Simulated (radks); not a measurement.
These are the eigenvalues of the occupied orbitals of an atom or ion with whole-number occupations (hartree). Method: non-relativistic Kohn-Sham, LB94 model potential, spin-polarised, spherical densities, point nucleus; computed with a radial shooting solver on a logarithmic mesh with Libxc functionals.

orbital  eigenvalue
1s        -12.18393
2s         -1.70169

Which element is it, and in what charge state? The configuration may be excited. Open shells, if any, are filled with parallel spins first.

Answer. Z = 6, carbon, charge +2: C2+ in [He] 2s2. The 1s level, -12.184 hartree, gives Z - s = 4.9 by -(Z - s)^2/2, which with screening narrows Z to a few neighbours, and with so few levels the electron count can be read from the list.
